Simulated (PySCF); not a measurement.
Species: C4H5FNOS (doublet state).
Cartesian coordinates in Å at the GFN2-xTB level; atoms count from 1:
```
atom  x, y, z in Å
N1     1.839    1.335    0.286
C2     1.976    0.308   -0.355
C3     1.233   -0.917   -0.619
C4    -0.064   -0.833    0.134
S5    -0.241   -1.404    1.651
O6    -1.000   -0.128   -0.558
C7    -2.086    0.395    0.119
F8    -1.793    1.651    0.569
H9     2.516    2.082    0.323
H10    1.060   -0.999   -1.695
H11    1.823   -1.769   -0.277
H12   -2.912    0.490   -0.594
H13   -2.356   -0.211    0.996
```

The hyperfine couplings belong to this conformer and change with its torsions.

Identity: `[H]/N=[C]/CC(=S)OCF` [radical].

Computed, not measured: UKS B3LYP, pcH-1 on C F H N O S, non-relativistic, mean-field spin-orbit, GIAO in PySCF. The structure is a single GFN2-xTB conformer in the gas phase; no vibrational or solvent corrections. The geometry wasn't refined by DFT: couplings that depend on bond lengths, twists or pyramidal angles can differ widely from those at the functional's own minimum. The SCF solution wasn't tested for stability.

**Question.** Give the principal g shifts and their parts.

**Answer.** 
| Δg (ppm) | 1 | 2 | 3 |
| --- | --- | --- | --- |
| relativistic mass correction | -187 | -187 | -187 |
| gauge correction | 29 | -5 | -43 |
| orbital Zeeman/spin–orbit | -3319 | 883 | 2219 |
| total | -3477 | 691 | 1990 |

So g = 1.99884, 2.00301, 2.00431 and g_iso = 2.00205; the tensor is rhombic: the two nearest values differ by 24 % of g3 − g1. 

**Question.** At 9.488 GHz, how far is the centre of the isotropic spectrum from where a free electron (g = 2.002319) resonates?

**Answer.** B = hν/(g μB) with μB/h = 13.99624 MHz/mT gives 338.56 mT for the free electron and 338.60 mT at g_iso, 0.04 mT higher.

**Question.** Average each term over the three axes. Which is largest in size?

**Answer.** The mass correction -187, the orbital-Zeeman/spin–orbit term -73 and the gauge correction -6 ppm, for a total of -266 ppm. The mass correction is the largest in size. The mass correction is the same along every axis, so the anisotropy comes from the other two: their spans along these axes are 72 (gauge) and 5539 ppm (orbital Zeeman/spin–orbit).

**Question.** In a frozen sample, at which fields do the three g values resonate at 9.5, 34, 94 and 263 GHz (hyperfine left aside), and which band first spreads them over more than twice a line width of 0.5 mT?

**Answer.** 
```
band    GHz  B(g3) mT  B(g2) mT  B(g1) mT  spread mT
   X    9.5    338.65    338.87    339.57       0.93
   Q   34.0   1212.00   1212.79   1215.31       3.31
   W   94.0   3350.82   3353.00   3359.99       9.16
   J  263.0   9375.18   9381.26   9400.82      25.64
```

The spread grows in proportion to the frequency. Q band is the first where it exceeds 1.0 mT.

Largest spin populations (Mulliken): C2 (+0.66), N1 (+0.17), S5 (+0.06) and C4 (+0.06).

The HOMO–LUMO gaps are 3.33 eV among the α and 4.19 eV among the β orbitals.

The run took 79 s wall (grids of density and orbitals included) on one thread, Arm Neoverse V2 (aarch64), shared host, and the process peaked at 1.0 GiB of memory.
